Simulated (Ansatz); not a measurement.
A CCSD(T) single point on `C/N=C/N[SiH3]`.

```yaml
crystal:
  periodic: [false, false, false]
  atoms:
    - {symbol: C, position_ang: [-2.233697, 0.237954, 0.229270]}
    - {symbol: N, position_ang: [-0.811635, 0.050867, 0.259845]}
    - {symbol: C, position_ang: [-0.157689, 0.175190, -0.815004]}
    - {symbol: N, position_ang: [1.197104, 0.002418, -0.814142]}
    - {symbol: Si, position_ang: [2.005789, -0.389820, 0.683981]}
    - {symbol: H, position_ang: [-2.620290, 0.480864, -0.772179]}
    - {symbol: H, position_ang: [-2.738258, -0.667291, 0.580049]}
    - {symbol: H, position_ang: [-2.520182, 1.044324, 0.911025]}
    - {symbol: H, position_ang: [-0.616536, 0.420618, -1.782861]}
    - {symbol: H, position_ang: [1.678416, 0.110147, -1.689119]}
    - {symbol: H, position_ang: [1.549025, -1.686254, 1.236824]}
    - {symbol: H, position_ang: [3.437634, -0.496646, 0.292771]}
    - {symbol: H, position_ang: [1.850719, 0.682726, 1.694240]}
basis:
  gaussian: {orbitals: def2-TZVPP}
correlation: {method: ccsd_t}
```

```sh
$ ansatz run in.yaml --threads 4 --pin off --events-out ev --progress --plain --max-ram 10444MiB
```

The program prints (abridged):

```
Functional definition: HF
1622 factors; integrals over basis functions are off by at most 9.6e-4 eV
mean field evaluation 1: about -13011.3387 eV, gradient 4.0e1 eV
mean field evaluation 2: about -13011.6321 eV, gradient 4.0e1 eV
mean field evaluation 4: about -13015.6625 eV, gradient 5.2e0 eV
mean field evaluation 8: about -13015.7505 eV, gradient 3.8e-1 eV
mean field evaluation 16: about -13015.7520 eV, gradient 1.2e-6 eV
mean field -13015.75201797 eV, -478.3200642669 hartree, gradient 1.2e-6 eV, S^2 0.000000; 0 other end points of the search recorded, 0 dependent functions left out
9 core orbitals not correlated: weight in the atoms' cores, before any rotation towards them, 1.000 or more for the frozen orbitals, at most 0.000 for the correlated occupied ones
reference -13015.75201797 eV, -478.3200642669 hartree; 15, 15 occupied and 254, 254 virtual orbitals, 1622 factors
second order -23.77815848 eV of doubles, -0.00000000 eV of singles
cycle   1  -24.21960945 eV  change   -4.4e-1 eV  update   1.1e-1
cycle   2  -24.87355394 eV  change   -6.5e-1 eV  update   3.4e-2
cycle   3  -25.01961965 eV  change   -1.5e-1 eV  update   1.8e-2
cycle   4  -25.00583286 eV  change    1.4e-2 eV  update   4.3e-3
cycle   5  -25.00542202 eV  change    4.1e-4 eV  update   2.1e-3
cycle   6  -25.00592017 eV  change   -5.0e-4 eV  update   5.5e-4
cycle   7  -25.00558260 eV  change    3.4e-4 eV  update   2.1e-4
cycle   8  -25.00552696 eV  change    5.6e-5 eV  update   6.1e-5
cycle   9  -25.00554050 eV  change   -1.4e-5 eV  update   2.2e-5
perturbative correction -1.05344847 eV, -0.0387135173 hartree
Total energy: -13041.81100695 eV, -479.2777144483 hartree
```

It took 3.7 min on 4 threads of an Arm Neoverse V1 on a shared host, with 7.9 GiB of host memory at the peak.

Correlation energy per correlated electron: -0.869 eV. T1 diagnostic: 0.0128.
